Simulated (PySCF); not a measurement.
F₄Zr, SMILES [F][Zr]([F])([F])[F] (connectivity only; charge and spin as stated), charge +1, multiplicity 2.

The structure is a stationary point at PBE0-D3(BJ)/def2-SVP. A frequency run showed that this geometry is not a minimum. The spin state was assumed, not searched. The isomer is the one that the SMILES or the coordinates give; other isomers of the formula were not compared. The def2 effective core potentials stand for the cores of Zr; spin–orbit coupling is left out.

Level of theory: CAM-B3LYP/def2-TZVPD run with PySCF.

The molecule is in vacuum.

| Quantity | Result |
|---|---|
| total energy | -446.29515 hartree |
| point group | C3v |
| α spin, highest occupied and lowest empty level | -20.30 and -7.38 eV |
| β spin, highest occupied and lowest empty level | -19.55 and -15.85 eV |
| dipole moment about the centre of nuclear charge | 0.35 D |
| mean static polarisability | 118.2 bohr³ (17.52 Å³) |
| polarisability, principal values | 33.5, 160.6, 160.7 bohr³ |
| ⟨S²⟩ | 0.774 (pure state 0.75) |
